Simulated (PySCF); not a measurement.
# Cl⁺ (chlorine, charge +1): wB97M-V calculation

Configuration: [Ne] 3s2 3p4, high-spin 3P determinant. Computed with PySCF 2.14 in def2-QZVPPD, with the non-relativistic Hamiltonian (point nucleus).

```
Total energy                                                  : -459.6613 hartree
One-electron energy                                           : -627.3438 hartree
Hartree (Coulomb) energy                                      : 195.5284 hartree
Exchange-correlation energy                                   : -27.8460 hartree
Kinetic energy                                                : 459.15954 hartree
⟨S²⟩                                                          : 2.0027
⟨L²⟩                                                          : 2.011
Sum of ⟨r⟩                                                    : 13.34 bohr
Sum of ⟨r²⟩                                                   : 20.68 bohr²
Traceless quadrupole moment −½Σ⟨3z² − r²⟩ along its main axis : -1.31 e·bohr²
Density at the nucleus (Gaussians lack the cusp)              : 3200 bohr⁻³
Spin density at the nucleus                                   : 0.0620 bohr⁻³
Langevin diamagnetic susceptibility                           : -16.4 ×10⁻⁶ cm³/mol
```

```tsv
shell	electrons	mean orbital energy (hartree)	spread (hartree)	rms radius, mean of both spins (bohr)
1s α	1	-102.40619	0	0.106
1s β	1	-102.38976	0	0.106
2s α	1	-10.16565	0	0.483
2s β	1	-10.15194	0	0.483
2p α	3	-7.87063	0.02536	0.454
2p β	3	-7.84644	0.00420	0.454
3s α	1	-1.40037	0	1.62
3s β	1	-1.29012	0	1.62
3p α	3	-0.88929	0.04746	1.85
3p β	1	-0.82011	0	1.85
```
